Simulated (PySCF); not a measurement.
Vertical excitation energies

Si5H12.
Geometry (GFN2-xTB, Å), atoms numbered from 1 in this order:
```
atom  x, y, z in Å
Si1   -0.407   -0.874   -2.139
Si2   -0.002   -0.001   -0.002
Si3   -0.012    2.341   -0.099
Si4   -1.671   -0.727    1.473
Si5    2.088   -0.738    0.762
H6    -1.701   -0.451   -2.680
H7    -0.412   -2.338   -2.155
H8     0.603   -0.455   -3.115
H9     0.243    2.956    1.206
H10   -1.293    2.877   -0.564
H11    1.008    2.868   -1.008
H12   -3.010   -0.300    1.060
H13   -1.723   -2.187    1.587
H14   -1.477   -0.215    2.831
H15    2.168   -2.198    0.850
H16    3.185   -0.317   -0.112
H17    2.406   -0.228    2.098
```

Computed with TDDFT CAM-B3LYP/def2-SVPD, vertical, gas phase, core orbitals frozen in the response (PySCF 2.14.0, density-fitted response routines).

| state | E (eV) | E (kJ/mol) | λ (nm) | f | symmetry | main configurations (H = HOMO, L = LUMO) |
| --- | --- | --- | --- | --- | --- | --- |
| S1 | 6.79 | 655 | 182.7 | 0.0000 | – | H-2/H-1/H→L/L+1/L+2 (≥63%) |
| S2 | 6.79 | 655 | 182.7 | 0.0000 | – | H-2/H-1/H→L/L+1/L+2 (≥62%) |
| S3 | 6.79 | 655 | 182.7 | 0.0000 | – | H-2/H-1/H→L/L+1/L+2 (≥66%), H-2/H-1/H→L+4 (≥10%) |
| S4 | 6.97 | 673 | 177.8 | 0.0000 | – | H-2/H-1/H→L/L+1/L+2 (≥80%) |
| S5 | 6.97 | 673 | 177.8 | 0.0000 | – | H-2/H-1/H→L/L+1/L+2 (≥67%) |
| S6 | 7.01 | 677 | 176.8 | 0.012 | T2 | H-2/H-1/H→L+3 (≥38%), H-2/H-1/H→L+4 (≥15%), H-2/H-1/H→L/L+1/L+2 (≥10%) |
| S7 | 7.01 | 677 | 176.8 | 0.012 | T2 | H-2/H-1/H→L+3 (≥35%), H-2/H-1/H→L+4 (≥24%) |
| S8 | 7.01 | 677 | 176.8 | 0.012 | T2 | H-2/H-1/H→L+4 (≥41%), H-2/H-1/H→L+3 (≥16%) |

Triplets (Tamm–Dancoff): T1 6.13 eV, H-2/H-1/H→L/L+1/L+2 (≥37%), H-2/H-1/H→L+3 (≥17%); T2 6.13 eV, H-2/H-1/H→L/L+1/L+2 (≥36%), H-2/H-1/H→L+4 (≥13%); T3 6.13 eV, H-2/H-1/H→L/L+1/L+2 (≥52%), H-2/H-1/H→L+4 (≥18%).

The lowest singlet level (S1/S2/S3) lies at 6.79 eV (183 nm, vacuum ultraviolet) and is dark (f under 0.0005). The strongest level in the table is S6/S7/S8 at 7.01 eV (177 nm, f = 0.035 summed). It is the last of those listed, so stronger ones may follow. S1/S2/S3, S4/S5 and S6/S7/S8 lie within about 0.01 eV of each other in each set; the point group Td has degenerate representations, and within a degenerate level the listed configurations can mix freely. Löwdin shares by element: HOMO (one of a set within 0.03 eV) silicon 70% or more, hydrogen 5% or more (atoms not listed hold the other 26%); LUMO (one of a set within 0.03 eV) silicon 59% or more (atoms not listed hold the other 41%). The listed states span 0.23 eV, and the widest gap between neighbours is 0.19 eV (S3 to S4). Orbital energies (eV): HOMO-3 -11.20, HOMO-2 -9.43, HOMO-1 -9.43, HOMO -9.43, LUMO 0.61, LUMO+1 0.62, LUMO+2 0.62. Weighted by f, the mean energy of these states is 7.01 eV. Symmetry labels in Td follow from the direction of the transition dipole and are given only for states with f of 0.002 or more. Orbitals of the list HOMO-3 to LUMO+2 that lie within 0.01 eV of each other are written together with a slash and their weights summed (≥ marks a lower bound); for degenerate orbitals outside that list single weights are arbitrary. Singlets were solved by full linear response, triplets in the Tamm–Dancoff approximation.
